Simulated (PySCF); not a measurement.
# Interval between two levels of Bi(3+) by level of theory

Bi(3+) [Xe] 4f14 5d10 6s2 → Bi(3+) [Xe] 4f14 5d9 6s2 6p1 [3F4, M_J = 4], as a difference of total energies. Computed with PySCF 2.14 in x2c-TZVPall-2c (11s11p9d3f, 110 functions), with the two-component X2C-1e Hamiltonian. Correlated levels: [Kr] 4d10 4f14 frozen; the 24 highest virtual spinors dropped. "Screened" scales the spin-orbit matrix elements by Boettger's factors to mimic the two-electron term; Breit and QED terms are absent.

| method | interval between two levels (cm⁻¹) |
| --- | --- |
| GHF (screened spin-orbit) | 222270 |
| GMP2 (screened spin-orbit) | 226960 |

The labels give the starting determinants; with spin-orbit coupling the two ends relaxed to ⟨J²⟩ = 0.00, ⟨L²⟩ = 0.21, ⟨S²⟩ = 0.21 and ⟨J²⟩ = 20.01, ⟨L²⟩ = 12.21, ⟨S²⟩ = 2.20.
